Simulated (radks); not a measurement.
Results of a calculation; reference values are marked as such.
Task: All-electron atom: Ge4+ in [Ar] 3d10. Code: a radial shooting solver on a logarithmic mesh with Libxc functionals. Model: scalar-relativistic Kohn-Sham, PBE, spin-polarised, spherical densities, point nucleus. Some entries of the table are withheld. Estimate them.

| orbital | occ. | eigenvalue (hartree) | <1/r> (bohr^-1) |
|---|---|---|---|
| 1s | 2 | -404.6631 | 32.38 |
| 2s | 2 | (1) | (2) |
| 2p | 6 | -45.86470 | 6.968 |
| 3s | 2 | (3) | 2.284 |
| 3p | 6 | (4) | 2.132 |
| 3d | 10 | -2.86776 | 1.805 |

Result: 
(1) 2s eigenvalue (hartree): -52.22181
(2) 2s <1/r> (bohr^-1): 7.107
(3) 3s eigenvalue (hartree): -7.99844
(4) 3p eigenvalue (hartree): -6.05406
